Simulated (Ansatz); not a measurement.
CH5ISSi, SMILES `CS[SiH2]I`. The species carries charge 0 and has multiplicity 1. I takes the def2 core potential. The structure was optimised at the PBE0-D4/def2-TZVP level. It is one conformer, not always the lowest.

```xyz
9

C     1.077   -1.090   -0.168
S     0.665    0.025    1.204
Si   -0.842    1.183    0.289
I    -2.796   -0.150   -0.354
H     1.880   -1.735    0.187
H     1.424   -0.531   -1.037
H     0.216   -1.703   -0.436
H    -1.263    2.195    1.282
H    -0.361    1.807   -0.967
```

**Question.** What is the dipole moment at r2SCAN/def2-TZVPP? (An estimate is asked.)

**Answer.** Computed: 1.58 D, with components (1.32, -0.31, -0.83) D in this frame, pointing from negative to positive charge.

**Question.** And with PBE, B3LYP, ωB97M-V? (Best estimate.)

**Answer.** Computed: PBE 1.52 D, B3LYP 1.52 D, ωB97M-V 1.53 D.

**Question.** Give the Mulliken charges with r2SCAN, ωB97M-V, B3LYP in def2-TZVPP. (Estimate.)

**Answer.** Ansatz gave: 
```json
{"atom": "C1", "r2SCAN": "-0.15", "ωB97M-V": "-0.36", "B3LYP": "-0.28"}
{"atom": "S2", "r2SCAN": "-0.20", "ωB97M-V": "-0.14", "B3LYP": "-0.18"}
{"atom": "Si3", "r2SCAN": "0.36", "ωB97M-V": "0.20", "B3LYP": "0.33"}
{"atom": "I4", "r2SCAN": "-0.18", "ωB97M-V": "-0.15", "B3LYP": "-0.17"}
{"atom": "H5", "r2SCAN": "0.09", "ωB97M-V": "0.14", "B3LYP": "0.13"}
{"atom": "H6", "r2SCAN": "0.09", "ωB97M-V": "0.15", "B3LYP": "0.13"}
{"atom": "H7", "r2SCAN": "0.10", "ωB97M-V": "0.15", "B3LYP": "0.13"}
{"atom": "H8", "r2SCAN": "-0.06", "ωB97M-V": "0.00", "B3LYP": "-0.04"}
{"atom": "H9", "r2SCAN": "-0.06", "ωB97M-V": "0.00", "B3LYP": "-0.05"}
```

B3LYP here is the variant with VWN-RPA as its local correlation; programs differ in this.
